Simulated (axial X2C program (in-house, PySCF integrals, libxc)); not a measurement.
# Spin–orbit effects down a group: molecules with Li (ions), PBE0

All values come from calculations with an in-house all-electron X2C program for linear molecules (integrals from PySCF), spin-free (one-electron X2C) or two-component (2c: spin–orbit coupling with atomic mean-field Coulomb and Gaunt terms, which also bring small scalar terms), in Dyall basis sets with cores contracted in-house; open shells are unrestricted.

Basis sets: Fe dyall-cv3z, Li dyall-cv3z, Os dyall-cv3z, Ru dyall-cv3z.

| molecule | spin-free state | Re (Å) | ωe (cm⁻¹) | De (eV) | 2c state | Re 2c (Å) | ωe 2c (cm⁻¹) | De 2c (eV) |
| --- | --- | --- | --- | --- | --- | --- | --- | --- |
| LiFe⁺ | M_S = 2, Λ = 0 | 2.799 | 261.0 | 0.88 | Ω = 2 | 2.799 | 260.9 | n/a |
| LiRu⁺ | M_S = 2, Λ = 2 | 2.790 | 258.9 | 0.91 | Ω = 4 | 2.789 | 259.1 | n/a |
| LiOs⁺ | M_S = 2, Λ = 1 | 2.685 | 305.0 | 1.01 | Ω = 3 | 2.697 | 302.3 | 0.94 |

Question: Work out the shifts from the spin-free to the two-component result.

Answer: 

| molecule | 2c state | ΔRe (Å) | Δωe (cm⁻¹) | ΔDe (eV) |
| --- | --- | --- | --- | --- |
| LiFe⁺ | Ω = 2 | 0.000 | -0.1 | n/a |
| LiRu⁺ | Ω = 4 | -0.001 | 0.2 | n/a |
| LiOs⁺ | Ω = 3 | 0.012 | -2.7 | -0.07 |

Shifts of one unit in the last digit are rounding.

Fragments in 2c: Fe + Li+, Ru + Li+, Os + Li+. Each entry is the lowest single determinant of a limited PBE0 search at one distance. De goes to single-determinant-based atoms at the same level (for ions the charge split of lowest energy) and is withheld (n/a) where an atom does not fit its ground term or J level. Main or longest-lived isotopes. One determinant is a doubtful description, or other states lie close, for LiFe⁺, LiRu⁺, LiOs⁺; these need not be ground states, and all values refer to the states named. Some open-shell Ω = 0 determinants are out of reach, so the Ω given for LiFe⁺, LiRu⁺, LiOs⁺ need not be the lowest component. With several unpaired electrons the Ω given is that of one determinant, not necessarily of the lowest component. The functionals have no current term, which raises determinants with orbital currents.
